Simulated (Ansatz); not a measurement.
Relaxed structures of Si2H3ClO, closed shell (PBE0-D4/def2-TZVP; forces vanish, vibrations not checked; lower isomers may exist, and structures with a doubtful reference or unclear bonds are left out; Å). Computed with Ansatz 0.2.0 (basis: def2-TZVPP); correlated methods freeze the cores.

Q: Rank them by CCSD(T) energy, lowest first, and give each one's height above the lowest. Links in brackets join atoms within 1.22 times the sum of their covalent radii (1.1 for two metals). (An estimate is asked for; the value comes from the calculation.)
A.
Si₂H₃ClO ([OH][Si]([SiH2])[Cl])
```
7
angstrom
O -1.1425 1.3587 -0.4945
Si -0.3931 -0.0524 -0.2069
Si 1.7640 -0.2973 0.3429
Cl -1.4873 -1.5131 -1.1453
H -1.9442 1.3679 -1.0242
H 1.7081 0.7231 1.4512
H 1.4949 -1.5868 1.0768
```
B.
Si₂H₃ClO ([OH][Si][SiH2][Cl])
```
7
angstrom
O -0.4783 1.0240 -1.0281
Si -0.8137 0.1862 0.3594
Si 1.4994 -0.3172 0.9056
Cl 2.8841 0.4214 -0.4383
H -1.2494 1.3655 -1.4902
H 1.8397 0.2326 2.2502
H 1.6964 -1.7937 0.9889
```
C.
Si₂H₃ClO ([OH2][Si]([SiH])[Cl])
```
7
angstrom
O -1.2175 1.2756 -0.1905
Si -0.1821 -0.3911 -0.2040
Si 1.7998 -0.3032 0.6162
Cl -1.6592 -1.3791 -1.2735
H -1.6020 1.5106 -1.0470
H 1.1579 1.1072 0.8028
H -0.5780 1.9563 0.0762
```
D.
a complex of Si₂H₂O ([OH][Si]1[H][Si]1) + HCl
```
7
angstrom
O -1.0136 0.2489 -0.7671
Si 0.5485 0.4756 -0.2950
Si 2.3097 0.6654 0.8380
Cl -2.6981 -2.4146 -1.5244
H -1.6026 1.0100 -0.7643
H 0.7819 0.3341 1.4012
H -1.9720 -1.3932 -1.2165
```

A: Computed: B (0.000 eV), A (0.040 eV), C (2.223 eV), D (2.469 eV). Heights count from the lowest.

No T1 diagnostic of these runs exceeds 0.018. The restricted Hartree–Fock reference is unstable towards an unrestricted one at one or more of these structures.

For scale, one of the runs: CCSD(T)/def2-TZVPP, 199 basis functions, launched by `ansatz run in.yaml --threads 2 --pin off --events-out ev --progress --plain --max-ram 4352MiB`. The run took 85 s on 2 CPU threads of an Arm Neoverse V1 (shared host), with 2.1 GiB of host memory at its peak.
